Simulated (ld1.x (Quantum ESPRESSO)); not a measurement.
## An all-electron radial function and its pseudo partner (Cr (Z = 24))

Columns: radius, all-electron u(r) and pseudo u(r) of the 3p shell (level -45.56 eV) of chromium in the configuration [Ne] 3s2 3p6 3d5 4s1 4p0; BP86, scalar-relativistic, TM scheme, ld1.x (Quantum ESPRESSO) 7.5.

| r (bohr) | all-electron | pseudo |
| --- | --- | --- |
| 0.123 | 0.5337 | -0.0609 |
| 0.245 | 0.3698 | -0.2309 |
| 0.368 | -0.1784 | -0.4804 |
| 0.490 | -0.6598 | -0.7498 |
| 0.613 | -0.9581 | -0.9703 |
| 0.735 | -1.0817 | -1.0819 |
| 0.858 | -1.0847 | -1.0847 |
| 0.980 | -1.0164 | -1.0164 |
| 1.103 | -0.9125 | -0.9125 |
| 1.225 | -0.7974 | -0.7974 |
| 1.348 | -0.6827 | -0.6827 |
| 1.470 | -0.5773 | -0.5773 |
| 1.593 | -0.4826 | -0.4826 |
| 1.715 | -0.4010 | -0.4010 |
| 1.838 | -0.3307 | -0.3307 |
| 1.960 | -0.2720 | -0.2720 |
| 2.083 | -0.2226 | -0.2226 |
| 2.205 | -0.1819 | -0.1819 |
| 2.328 | -0.1481 | -0.1481 |
| 2.450 | -0.1206 | -0.1206 |
| 2.573 | -0.0978 | -0.0978 |
| 2.695 | -0.0794 | -0.0794 |
| 2.818 | -0.0642 | -0.0642 |
| 2.940 | -0.0520 | -0.0520 |
| 3.063 | -0.0420 | -0.0420 |
| 3.185 | -0.0340 | -0.0340 |

Task: How many radial nodes do the two functions have?

Result: The all-electron 3p function has n − l − 1 = 1; the pseudo-wave has 0, since the states of the same l below it are removed with the core.

Task: At about which radius was the pseudo-wave matched?

Result: 0.90 bohr. The columns agree to 0.0005 from 0.73 bohr on; several derivatives are matched, so the curves merge somewhat inside the radius.

Task: Where does each function peak?

Result: Outermost all-electron maximum near 0.86 bohr, pseudo maximum near 0.86 bohr (to the table’s step).

Task: Is the pseudo-wave norm-conserving?

Result: Yes: the TM scheme keeps the norm inside the radius equal to the all-electron one, which fixes the energy derivative of the logarithmic derivative at the level.
